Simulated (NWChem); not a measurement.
System meant: CH3FO3Si; SMILES O=C(O)[Si@H](O)F

Input file for NWChem:

```
start job
memory heap 200 mb stack 900 mb global 1100 mb
geometry units angstroms noautoz
  O      1.142866    -1.351777     0.581191
  C      0.111562    -1.039479     0.001523
  O     -0.832544    -1.928949    -0.361792
  Si    -0.204893     0.823418    -0.393079
  O      1.288080     1.489722    -0.125837
  F     -1.319678     1.354350     0.679895
  H     -0.515136    -2.815431    -0.063219
  H     -0.704913     1.154557    -1.754371
  H      1.831026     0.868201     0.404576
end
basis spherical
  * library def2-svp
end
dft
  odft
  mult 2
  xc xpbe96 cpbe96
  iterations 150
  mulliken
end
task dft energy
```

End of the output:

```
                                 NWChem DFT Module
                                 -----------------

 Summary of "ao basis" -> "ao basis" (spherical)
 ------------------------------------------------------------------------------
       Tag                 Description            Shells   Functions and Types
 ---------------- ------------------------------  ------  ---------------------
 O                          def2-svp                 6       14   3s2p1d
 C                          def2-svp                 6       14   3s2p1d
 Si                         def2-svp                 8       18   4s3p1d
 F                          def2-svp                 6       14   3s2p1d
 H                          def2-svp                 3        5   2s1p

 Summary of "ao basis" -> "ao basis" (spherical)
 ------------------------------------------------------------------------------
       Tag                 Description            Shells   Functions and Types
 ---------------- ------------------------------  ------  ---------------------
 O                          def2-svp                 6       14   3s2p1d
 C                          def2-svp                 6       14   3s2p1d
 Si                         def2-svp                 8       18   4s3p1d
 F                          def2-svp                 6       14   3s2p1d
 H                          def2-svp                 3        5   2s1p

  number of electrons :                   56
  multiplicity        :                    2
 ------------------------------------------------------------------------
  no. of electrons and multiplicity not compatible                  56
 ------------------------------------------------------------------------
 ------------------------------------------------------------------------
  current input line :
    24: task dft energy
 ------------------------------------------------------------------------
 ------------------------------------------------------------------------
 There is an error in the input file
 ------------------------------------------------------------------------
 For more information see the NWChem manual at https://nwchemgit.github.io

0: no. of electrons and multiplicity not compatible:Received an Error in Communication
```

Task: Can this run be used? If not, why, and what is the fix?

Result: The input was rejected before any calculation. Cause: the multiplicity doesn't fit the number of electrons (an even count wants an odd multiplicity, and the reverse). This input runs:
```
start job
memory heap 200 mb stack 900 mb global 1100 mb
geometry units angstroms noautoz
  O      1.142866    -1.351777     0.581191
  C      0.111562    -1.039479     0.001523
  O     -0.832544    -1.928949    -0.361792
  Si    -0.204893     0.823418    -0.393079
  O      1.288080     1.489722    -0.125837
  F     -1.319678     1.354350     0.679895
  H     -0.515136    -2.815431    -0.063219
  H     -0.704913     1.154557    -1.754371
  H      1.831026     0.868201     0.404576
end
basis spherical
  O library def2-svp
  C library def2-svp
  Si library def2-svp
  F library def2-svp
  H library def2-svp
end
dft
  xc xpbe96 cpbe96
  iterations 150
  mulliken
end
task dft energy
```
It converges to -654.14445 Ha (PBE/def2-SVP).
